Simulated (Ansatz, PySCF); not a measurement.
BeF (SMILES [Be][F]), doublet, geometry from GFN2-xTB (such geometries of metal compounds can be far from the true shape) (the spin is typed, not shown lowest). Base run: CASSCF(5,5)/cc-pVDZ (PySCF).

Input for PySCF:
```python
from pyscf import gto, scf, mcscf
import numpy

mol = gto.Mole()
mol.atom = '''
    Be   -0.000000   -0.000000   -0.967263
    F     0.000000    0.000000    0.429895
'''
mol.basis = 'cc-pvdz'
mol.charge = 0
mol.spin = 1
mol.verbose = 3
mol.build()

mf = scf.ROHF(mol)
mf.kernel()
mc = mcscf.CASSCF(mf, 5, 5)
mc.fix_spin_(ss=0.75)
mc.kernel()
occ = numpy.linalg.eigvalsh(mc.fcisolver.make_rdm1(mc.ci, mc.ncas, mc.nelecas))[::-1]
ss = mc.fcisolver.spin_square(mc.ci, mc.ncas, mc.nelecas)[0]
print('natural occupations', occ.round(4), ' <S^2>', round(ss, 4))
```

Programs used: Ansatz (a first-principles code), PySCF; a row that names a program was run with it.

Each row names what was changed in the base input (with any setting that the change needs).

```
change                                                ΔE vs base (mEh)            natural occupations  <S^2> of the state
----------------------------------------------------  ----------------  -----------------------------  ------------------
base                                                             0.000       1.98 1.98 1.00 0.02 0.02                0.75
solver = newton                                                  0.000       1.98 1.98 1.00 0.02 0.02                0.75
active space = 7 electrons, 6 orbitals                          -1.075  2.00 1.98 1.98 1.00 0.02 0.02                0.75
conv_tol = 1e-5                                                  0.001       1.98 1.98 1.00 0.02 0.02                0.75
code = ansatz                                                   -0.882                              -                   -
orbitals = fixed (CASCI)                                        46.698       2.00 2.00 1.00 0.00 0.00                0.75
correction = SC-NEVPT2                                          -159.6       1.98 1.98 1.00 0.02 0.02                0.75
code = ansatz; correction = SC-NEVPT2, all electrons            -158.9                              -                   -
active space = 3 electrons, 5 orbitals                          29.616       1.99 1.00 0.01 0.00 0.00                0.75
active space = 7 electrons, 5 orbitals                          34.439       2.00 2.00 1.99 1.00 0.01                0.75
orbitals = fixed (CASCI); correction = SC-NEVPT2                -159.7       2.00 2.00 1.00 0.00 0.00                0.75
```

Active orbitals are taken around the Fermi level unless the row says otherwise; CASSCF can end in different local minima, and two programs can end on different orbitals. State-averaged rows give the lowest state.

Open shells are given as the SCF converged; they aren't shown to be the lowest states, and a large step between rows can be another state.
